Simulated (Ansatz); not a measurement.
Ansatz (a program for electronic structure) input (CCSD(T)/def2-TZVPPD):
A basis named .json is the Basis Set Exchange file of that set.

Ansatz 0.2 input:
```yaml
crystal:
  periodic: [false, false, false]
  atoms:
    - {symbol: Si, position_ang: [0.37905529, 0.37458605, 1.09033515]}
    - {symbol: Cl, position_ang: [1.11439094, 1.83057975, -0.21844460]}
    - {symbol: Br, position_ang: [-0.69289771, -1.03897316, -0.33003239]}
basis:
  gaussian:
    orbitals: def2-TZVPPD.json
total_charge: 1
magnetization: {spin_polarized: true, initial_magnetization: 1}
correlation: {method: ccsd_t, electrons: outside_noble_gas}
```

Output:

```
Functional definition: HF
integrals: 0.64 GiB planned
946 factors; integrals over basis functions are off by at most 2.1e-3 eV
mean field: 0.92 GiB planned
mean field evaluation 1: about -90355.0432 eV, gradient 2.0e1 eV
mean field evaluation 2: about -90355.2402 eV, gradient 2.0e1 eV
mean field evaluation 4: about -90358.0912 eV, gradient 2.4e0 eV
mean field evaluation 8: about -90358.2227 eV, gradient 1.7e-1 eV
mean field evaluation 16: about -90358.2236 eV, gradient 2.3e-6 eV
mean field evaluation 32: about -90358.1756 eV, gradient 1.2e0 eV
mean field evaluation 64: about -90358.1756 eV, gradient 1.2e0 eV
mean field evaluation 96: about -90346.8979 eV, gradient 2.4e1 eV
mean field evaluation 128: about -90357.4408 eV, gradient 2.5e0 eV
mean field evaluation 160: about -90355.9653 eV, gradient 8.8e-1 eV
mean field evaluation 192: about -90355.5788 eV, gradient 1.3e-1 eV
mean field evaluation 224: about -90353.6906 eV, gradient 3.6e-3 eV
mean field evaluation 256: about -90354.2852 eV, gradient 7.3e-4 eV
mean field evaluation 288: about -90354.4024 eV, gradient 5.8e-4 eV
mean field evaluation 320: about -90354.3635 eV, gradient 1.5e-1 eV
mean field evaluation 352: about -90352.8182 eV, gradient 1.6e1 eV
mean field evaluation 384: about -90357.1594 eV, gradient 2.7e0 eV
mean field evaluation 416: about -90355.8242 eV, gradient 2.5e0 eV
mean field evaluation 448: about -90355.3829 eV, gradient 1.5e0 eV
mean field evaluation 480: about -90354.2962 eV, gradient 8.9e-1 eV
mean field evaluation 512: about -90354.2669 eV, gradient 8.1e-1 eV
mean field evaluation 544: about -90354.6847 eV, gradient 1.1e0 eV
mean field evaluation 576: about -90358.2236 eV, gradient 1.8e-2 eV
mean field evaluation 608: about -90356.7277 eV, gradient 2.4e0 eV
mean field -90358.22362894 eV, -3320.6034713597 hartree, gradient 5.3e-6 eV, S^2 0.783011; 8 other end points of the search recorded, 0 dependent functions left out
determinant -90358.22362894 eV, -3320.6034713597 hartree, with singles and doubles -90370.66570916 eV, -3321.0607093744 hartree
determinant -90356.93451755 eV, -3320.5560973899 hartree, with singles and doubles -90369.32031343 eV, -3321.0112669930 hartree
determinant -90356.04101243 eV, -3320.5232616823 hartree, with singles and doubles -90368.54894765 eV, -3320.9829198237 hartree
determinant -90355.58138799 eV, -3320.5063707959 hartree, with singles and doubles -90367.20417715 eV, -3320.9335004193 hartree
24 core orbitals not correlated
reference -90358.22362894 eV, -3320.6034713597 hartree; 9, 8 occupied and 123, 124 virtual orbitals, 946 factors
second order -11.40543681 eV of doubles, -0.00000000 eV of singles
coupled cluster: 1.23 GiB planned
cycle   1  -12.36982834 eV  change   -4.7e-1 eV  update   2.1e-2
cycle   2  -12.39635725 eV  change   -2.7e-2 eV  update   5.9e-3
cycle   3  -12.39642283 eV  change   -6.6e-5 eV  update   3.9e-3
cycle   4  -12.39882202 eV  change   -2.4e-3 eV  update   2.5e-3
cycle   5  -12.39995872 eV  change   -1.1e-3 eV  update   1.7e-3
cycle   6  -12.40040781 eV  change   -4.5e-4 eV  update   9.5e-4
cycle   7  -12.40035385 eV  change    5.4e-5 eV  update   6.1e-4
cycle   8  -12.40029861 eV  change    5.5e-5 eV  update   4.1e-4
cycle   9  -12.40021241 eV  change    8.6e-5 eV  update   2.5e-4
cycle  10  -12.40018280 eV  change    3.0e-5 eV  update   1.4e-4
cycle  11  -12.40027846 eV  change   -9.6e-5 eV  update   5.7e-5
cycle  12  -12.40026985 eV  change    8.6e-6 eV  update   2.6e-5
cycle  13  -12.40027155 eV  change   -1.7e-6 eV  update   9.7e-6
perturbative correction -0.65229741 eV, -0.0239714877 hartree
Total energy: -90371.27619790 eV, -3321.0831444216 hartree
```

This state (charge 1, doublet) is run at the relaxed geometry of the species with charge 0 and multiplicity 1.
